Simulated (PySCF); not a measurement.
C6H12BO3 (charge -1).
Numbering: `[CH3:1]/[CH:2]=[CH:3]\[CH2:4][O:5][BH-:6]1[O:7][CH2:8][CH2:9][O:10]1`

Cartesian coordinates in Å at the GFN2-xTB level; atoms count from 1:
```
atom  x, y, z in Å
C1    -3.0537   -1.0921    0.0015
C2    -3.0324    0.4064   -0.0323
C3    -1.9371    1.1503   -0.0890
C4    -0.5214    0.6553   -0.1123
O5     0.3623    1.7151   -0.2395
B6     1.8058    1.3782   -0.2279
O7     2.1539    0.3514   -1.2828
C8     2.5224   -0.8344   -0.6882
C9     2.4815   -0.6185    0.8458
O10    2.2338    0.7178    1.0639
H11   -3.8189   -1.4526    0.6902
H12   -2.0877   -1.4804    0.3100
H13   -3.2811   -1.4923   -0.9889
H14   -4.0085    0.8802   -0.0255
H15   -2.0144    2.2286   -0.1186
H16   -0.3268    0.0906    0.8220
H17   -0.3959   -0.0610   -0.9477
H18    2.3840    2.4183   -0.4006
H19    3.5435   -1.1206   -1.0115
H20    1.8417   -1.6584   -0.9846
H21    3.4436   -0.9048    1.3119
H22    1.6951   -1.2578    1.3019
```

NICS is the negative of the GIAO shielding at a point without a nucleus: at the ring centre (0) and 1 Å above and below it (1); zz is the component along the ring normal. Level: GIAO PBE0/pcSseg-1 (PySCF, non-relativistic, gas phase) on the GFN2-xTB geometry, one conformer.

Ring bond lengths (Å), with Mayer bond orders in brackets: B6–O7 1.513 (0.82), O7–C8 1.377 (1.03), C8–C9 1.550 (1.01), C9–O10 1.376 (1.03), O10–B6 1.513 (0.83).

Problem. What do the NICS probes read (ppm)?

Solution. 
| ring | type | NICS(0) | NICS(1), two faces | NICS(1)zz, two faces | rms pucker (Å) | centre to ring atoms, mean (Å) |
| --- | --- | --- | --- | --- | --- | --- |
| B6–O7–C8–C9–O10 | 5-membered ring with B and 2 O; formal bonds all single | -7.9 | -2.7 / -2.6 | -8.3 / -8.5 | 0.05 | 1.25 |

Problem. What can be read from them?

Solution. 
- B6–O7–C8–C9–O10: mean NICS(1)zz -8.4 ppm, shielded. B6, C8, C9 have four or more neighbours, and the NICS criterion for π rings isn't applied. NICS(0) lies 5 ppm below the mean NICS(1).

Problem. What is the mean of the two in-plane components of NICS at the second NICS(1) probe listed for ring B6–O7–C8–C9–O10, 1 Å off the ring?

Solution. The isotropic value is a third of the trace: (3 × -2.6 − (-8.5))/2 = 0.3 ppm.
